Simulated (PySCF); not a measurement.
**The second ionisation energy along the 5p block**

Calculated with PySCF 2.14 from differences of total energies of unrestricted determinants, without spin-orbit coupling. Values in eV. The last column holds reference values (NIST; (s) semi-empirical, (t) theoretical, else measured). Unmarked ones compare directly (S terms, centres of terms, or small fine structure); those marked * lie between the lowest fine-structure levels and include a spin-orbit shift.

```
                            element                         configurations  MP2 (valence)  CCSD (valence)  CCSD(T) (valence)     LDA    PBE0  r2SCAN         reference
In (aug-cc-pVTZ-DK3, spin-free X2C)          [Kr] 4d10 5s2 → [Kr] 4d10 5s1         17.651          17.909             17.909  19.391  18.653  18.682            18.870
Sn (aug-cc-pVTZ-DK3, spin-free X2C)      [Kr] 4d10 5s2 5p1 → [Kr] 4d10 5s2         13.947          14.010             14.028  14.400  14.252  14.361            14.282
Sb (aug-cc-pVTZ-DK3, spin-free X2C)  [Kr] 4d10 5s2 5p2 → [Kr] 4d10 5s2 5p1         16.321          16.355             16.377  16.662  16.531  16.640  16.626 ± 0.025 *
Te (aug-cc-pVTZ-DK3, spin-free X2C)  [Kr] 4d10 5s2 5p3 → [Kr] 4d10 5s2 5p2         18.777          18.760             18.786  18.938  18.856  18.992      18.6 ± 0.4 *
 I (aug-cc-pVTZ-DK3, spin-free X2C)  [Kr] 4d10 5s2 5p4 → [Kr] 4d10 5s2 5p3         18.287          18.416             18.442  19.030  18.733  18.731            18.750
Xe (aug-cc-pVTZ-DK3, spin-free X2C)  [Kr] 4d10 5s2 5p5 → [Kr] 4d10 5s2 5p4         20.802          20.824             20.855  21.384  21.107  21.103      20.975 (s) *
```

```csv
method,elements,mean error (eV),mean absolute error (eV),largest error (eV)
MP2 (valence),3,-0.672,0.672,-1.219
CCSD (valence),3,-0.522,0.522,-0.961
CCSD(T) (valence),3,-0.508,0.508,-0.961
LDA,3,0.307,0.307,0.521
PBE0,3,-0.088,0.088,-0.217
r2SCAN,3,-0.043,0.095,-0.189
```

Errors include the incompleteness of the basis and the frozen core.

"Valence" correlates the outer s and p shells and, in groups 3 to 12 and the f block, the outer d or f shell, open or full, or the next shell where the ion has no valence electron left; the wider scheme adds the next inner shell.
